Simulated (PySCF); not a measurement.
Molecule: `InChI=1S/C3H10BN/c1-2-3-5-4/h5H,2-4H2,1H3`.

Cartesian coordinates in Å; atom numbers follow the order of the lines, from 1:
```xyz
15

B    -2.650   -0.071   -0.297
N    -1.473   -0.306    0.377
C    -0.223    0.408    0.251
C     0.898   -0.495   -0.275
C     2.200    0.274   -0.457
H    -3.570   -0.765   -0.085
H    -2.702    0.817   -1.061
H    -1.400   -1.070    1.035
H     0.073    0.817    1.226
H    -0.375    1.241   -0.437
H     1.055   -1.320    0.425
H     0.585   -0.923   -1.230
H     2.524    0.706    0.488
H     2.985   -0.386   -0.819
H     2.070    1.080   -1.175
```

Frames of a GFN2-xTB Langevin trajectory at 300 K; GIAO PBE0/pcSseg-1 shieldings in PySCF 2.14, gas phase, non-relativistic; equivalent atoms averaged within each frame.

δ = σ(ref) − σ, references computed at the same level: 11B (100.07 ppm) vs BF3·OEt2; 15N (267.73 ppm) against NH3; 13C (186.93 ppm) and 1H (31.72 ppm) against TMS. The references are static minima.

How do the shifts (ppm) fluctuate along the trajectory?

Answers


| time (fs) | B1 | N2 | C3 | C4 | C5 | H8 | H6/H7 | H9/H10 | H11/H12 | H13/H14/H15 |
| --- | --- | --- | --- | --- | --- | --- | --- | --- | --- | --- |
| optimised geometry | 34.7 | 158.4 | 58.5 | 33.3 | 13.6 | 4.88 | 4.59 | 3.25 | 1.53 | 1.01 |
| 250 | 33.0 | 158.5 | 58.7 | 32.6 | 14.1 | 4.46 | 4.44 | 3.06 | 1.99 | 1.28 |
| 425 | 36.9 | 158.7 | 56.6 | 46.4 | 11.2 | 5.40 | 4.78 | 3.51 | 2.63 | 0.97 |
| 625 | 37.5 | 148.4 | 67.8 | 34.6 | 12.5 | 4.23 | 4.73 | 4.30 | 2.03 | 0.82 |
| 800 | 37.0 | 154.5 | 49.1 | 29.2 | 19.4 | 4.89 | 4.54 | 3.03 | 1.72 | 1.58 |
| 1000 | 40.7 | 150.5 | 61.5 | 27.0 | 6.8 | 4.57 | 5.62 | 3.63 | 1.81 | 0.54 |
| mean of frames | 37.0 | 154.1 | 58.8 | 34.0 | 12.8 | 4.71 | 4.82 | 3.50 | 2.04 | 1.04 |
| standard deviation | 2.7 | 4.6 | 6.8 | 7.6 | 4.6 | 0.45 | 0.47 | 0.52 | 0.35 | 0.40 |

5 frames give an uncertainty of the mean of about the standard deviation over 2.2 at best, since frames this close in time may not be independent; classical motion lacks zero-point vibration, and the reference would need the same averaging.
